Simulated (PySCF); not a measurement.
# How methods differ on the excitation energy of Cl²⁺

Cl²⁺ [Ne] 3s2 3p3 (4S) → Cl²⁺ [Ne] 3s2 3p2 4s1 (4P), as a difference of total energies. Calculation: PySCF 2.14, in aug-cc-pVTZ-DK (6s5p3d2f, 50 functions); the spin-free X2C one-electron Hamiltonian (Gaussian nucleus). Correlated levels: valence: [Ne] frozen. The calculations carry no spin-orbit coupling.

| method | excitation energy (eV) |
| --- | --- |
| UHF | 21.612 |
| LDA | 21.437 |
| PBE | 21.454 |
| r2SCAN | 22.150 |
| revPBE | 21.518 |
| TPSS | 21.835 |
| BP86 | 21.479 |
| MP2 (valence) | 21.763 |
| SCS-MP2 (valence) | 21.686 |

Estimate what r2SCANh gives.

22.132 eV, closest to r2SCAN among the rows shown.

Estimate what PBE0 gives.

21.676 eV, closest to SCS-MP2 (valence) among the rows shown.

A first-order spin-orbit estimate (lowest level to lowest level, LS coupling) adds -0.083 eV.

The promoted electron is Rydberg-like, and one or two diffuse shells describe it only roughly, which tends to raise the upper state.
